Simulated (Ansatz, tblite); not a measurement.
Removing and adding an electron: BeMe2 (C₂H₆Be). Total charge 0; singlet. Geometry: r2SCAN-D4/def2-TZVP. Ansatz, gas phase; energy differences of separate SCF runs; the oxidised species was run as a doublet alone; the reduced species was run as a doublet alone.

Cartesian coordinates in Å:
```
Be 0.005 0.006 -0.001
C 1.289 -0.939 0.531
H 1.910 -0.421 1.271
H 1.957 -1.232 -0.287
H 0.949 -1.867 1.004
C -1.287 0.941 -0.531
H -1.997 1.160 0.274
H -1.858 0.446 -1.325
H -0.966 1.908 -0.935
```

The xTB rows come from tblite. Correlated methods freeze 2 core orbitals. In CCSD on the charge 1 doublet the largest single amplitude is 0.41, so its Hartree–Fock determinant may place the open shell otherwise than the density functionals do.

```tsv
level	−HOMO (eV)	vertical IE (eV)	−LUMO (eV)	vertical EA (eV)	HOMO–LUMO gap (eV)	IE − EA (eV)	remarks
PBE-D4/def2-TZVP	6.69	10.11	0.46	–	6.24	–	–
PBE-D4/def2-TZVPD	6.72	–	0.55	-0.70	6.18	–	HOMO above zero (-1 doublet)
r2SCAN-D4/def2-TZVP	6.96	10.16	-0.17	–	7.13	–	–
PBE0-D4/def2-TZVP	8.05	10.35	-0.09	–	8.14	–	–
PBE0-D4/def2-TZVPD	8.07	–	0.00	-0.80	8.07	–	HOMO above zero (-1 doublet)
CCSD/def2-TZVPP	–	10.64	–	–	–	–	large T1 (0.072) (+1 doublet)
```

Q: Estimate the rows for GFN1-xTB, GFN2-xTB, r2SCAN-D4/def2-TZVPD, CCSD/def2-TZVPD, CCSD(T)/def2-TZVPD, CCSD(T)/def2-TZVPP.

A: 
```tsv
level	−HOMO (eV)	vertical IE (eV)	−LUMO (eV)	vertical EA (eV)	HOMO–LUMO gap (eV)	IE − EA (eV)	remarks
GFN1-xTB	11.27	14.61	5.39	1.85	5.87	12.77	–
GFN2-xTB	9.86	13.33	4.51	-0.04	5.35	13.36	–
r2SCAN-D4/def2-TZVPD	6.98	–	-0.08	-0.86	7.06	–	HOMO above zero (-1 doublet)
CCSD/def2-TZVPD	–	–	–	-1.00	–	–	HOMO above zero (-1 doublet), large T1 (0.052) (-1 doublet)
CCSD(T)/def2-TZVPD	–	–	–	-0.96	–	–	HOMO above zero (-1 doublet), large T1 (0.052) (-1 doublet)
CCSD(T)/def2-TZVPP	–	10.64	–	–	–	–	large T1 (0.072) (+1 doublet)
```

Run but left out: HF/def2-TZVPP, MP2/def2-TZVPP (charge +1 doublet: a determinant that CCSD turns far, T1 0.072); HF/def2-TZVPD, MP2/def2-TZVPD (charge -1 doublet: a determinant that CCSD turns far, T1 0.052).   A HOMO above zero means that the electron is unbound at that level or that self-interaction error raises the level; the energy of removing that electron tells which. Raw xTB energy differences between charge states are shifted by several eV; the methods need an empirical correction for them. A negative affinity means that the extra electron isn't bound; its size then hangs on the basis.
